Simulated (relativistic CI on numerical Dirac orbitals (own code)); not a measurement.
Magnetism of Tb⁴⁺, 4f7, in a crystal field

Calculated by Dirac-Coulomb-Breit CI, separate exchange-only KLI orbitals for each configuration, model QED (radiative potential, 1s self-energy scaled to tabulated hydrogen-like ionisation energies), valence Slater integrals scaled by 0.8, one configuration in a parametric crystal field (own radial code).

Field parameters in Wybourne normalisation. The field is a parameter set, without covalency.

S is read from ⟨S²⟩ = S(S + 1).

Powder χT (cm³ K mol⁻¹) by Van Vleck's formula, with temperature-independent terms:

```
                                                                                                            Field   2 K   5 K  10 K  20 K  50 K  100 K  200 K  300 K
C2v, B20 = -850, B22 = -550, B40 = -970, B42 = 570, B44 = -560, B60 = 520, B62 = -320, B64 = -70, B66 = -660 cm⁻¹  7.73  7.79   7.8  7.81  7.81   7.81   7.81   7.81
                               D3d, B20 = -380, B40 = -2070, B43 = -1070, B60 = 1000, B63 = 1030, B66 = -940 cm⁻¹   7.8  7.81  7.81  7.81  7.81   7.81   7.81   7.81
```

**Question.** For C2v, B20 = -850, B22 = -550, B40 = -970, B42 = 570, B44 = -560, B60 = 520, B62 = -320, B64 = -70, B66 = -660 cm⁻¹: what effective moment follows at 300 K?

**Answer.** μ_eff = √(8χT) = 7.90 μB. The LS value g√(J(J + 1)) of the free ion's 8S°_7/2 level is 7.94 μB.
